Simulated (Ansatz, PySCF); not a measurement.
Species: sum formula H₂SiO (charge 0, singlet). 
Structure (B3LYP-D3(BJ)/def2-TZVP (Ansatz, a quantum-chemistry and plane-wave program) minimum search):
SMILES: O=[SiH2]
```xyz
4

Si     0.0729    -0.4313    -0.0029
O     -0.1804     1.0669     0.0071
H     -0.9986    -1.4531    -0.0255
H      1.4209    -1.0442     0.0090
```
Charge 0, spin multiplicity 1.

PBE beside other levels, property by property. Correlated levels leave the core frozen unless marked. Open shells are spin-unrestricted. No spin-orbit coupling. Non-relativistic. CBS(X,Y): correlation extrapolated as X^-3; Hartree-Fock from the larger set. Rows marked 298 K are enthalpies with B3LYP-D3(BJ) harmonic zero-point and thermal terms. Atomisation energies are electronic, to ground-state atoms; the column to compare with has the core term from cc-pwCVTZ added, other frozen-core levels have none. Vertical energies are electronic, to the SCF solution reached for that spin. Frequencies are from Ansatz or PySCF. The coupled-cluster column (Ansatz) is a level with limits of its own: (a) CCSD(T)/CBS(aug-cc-pV(T+d)Z,aug-cc-pV(Q+d)Z); (b) CCSD(T)/CBS(def2-TZVPPD,def2-QZVPPD).

```tsv
property	B2PLYP-D3(BJ)/def2-TZVPD (Ansatz + dftd3)	B2PLYP/def2-TZVPD (Ansatz)	RI-MP2/CBS(aug-cc-pV(T+d)Z,aug-cc-pV(Q+d)Z) (Ansatz)	coupled cluster
proton affinity at O, enthalpy at 298 K, to [OH+]=[SiH2] (kcal/mol)	199.3	199.0	198.6	201.7 (b)
atomisation energy (kcal/mol)	301.6	300.6	314.6	305.5 (a)
vertical triplet-singlet gap (eV)	4.03	4.03	4.61	4.05 (b)
vertical ionisation energy to the doublet (eV)	10.89	10.89	11.41	10.98 (b)
```

### Question
What does PBE/def2-TZVPD (Ansatz) give for each property, and on which side of coupled cluster does it fall?

### Answer

- proton affinity at O, enthalpy at 298 K, to [OH+]=[SiH2]: PBE lies 4.5 kcal/mol below coupled cluster; PBE gives 197.2 kcal/mol.
- atomisation energy: PBE lies 0.9 kcal/mol below coupled cluster; PBE gives 304.6 kcal/mol.
- vertical triplet-singlet gap: PBE lies 0.39 eV below coupled cluster; PBE gives 3.66 eV.
- vertical ionisation energy to the doublet: PBE lies 0.22 eV below coupled cluster; PBE gives 10.76 eV.
